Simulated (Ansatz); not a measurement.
The cluster Al₂Sb₂⁺. Total charge 1; doublet. Geometry PBE-D4/def2-SVP.

```xyz
4

Al   -1.6611    0.4292   -1.4099
Al    0.9359   -0.0855   -1.2368
Sb    1.6780   -0.4228    1.3053
Sb   -0.9527    0.0790    1.3414
```

In the def2 sets Sb takes a core potential; there is no spin–orbit coupling. B3LYP takes the VWN-RPA correlation. The structure comes from a short search, and lower isomers may exist.

Q: Estimate the α-spin orbital energies around the gap (eV) in Ansatz with PBE-D4/def2-SVP, PBE-D4/def2-TZVP, r2SCAN-D4/def2-TZVP, B97M-V/def2-TZVP, B3LYP-D4/def2-TZVP.

A: 
```csv
orbital,PBE-D4/def2-SVP,PBE-D4/def2-TZVP,r2SCAN-D4/def2-TZVP,B97M-V/def2-TZVP,B3LYP-D4/def2-TZVP
HOMO−5,-14.24,-14.12,-14.47,-14.30,-15.14
HOMO−4,-11.99,-11.91,-12.15,-11.99,-12.70
HOMO−3,-10.93,-10.83,-11.06,-10.90,-11.43
HOMO−2,-10.53,-10.47,-10.67,-10.39,-10.92
HOMO−1,-10.19,-10.11,-10.29,-10.16,-10.69
HOMO,-9.31,-9.23,-9.53,-9.27,-9.82
LUMO,-8.53,-8.48,-8.51,-8.27,-7.95
LUMO+1,-7.71,-7.64,-7.57,-7.43,-7.03
LUMO+2,-7.38,-7.31,-7.25,-7.12,-6.81
LUMO+3,-5.96,-5.89,-5.72,-5.61,-5.30
LUMO+4,-5.90,-5.85,-5.63,-5.57,-5.22
LUMO+5,-5.26,-5.29,-5.08,-5.02,-4.72
β HOMO,-10.07,-9.98,-10.16,-10.01,-10.51
β LUMO,-8.49,-8.40,-8.42,-8.29,-8.01
```
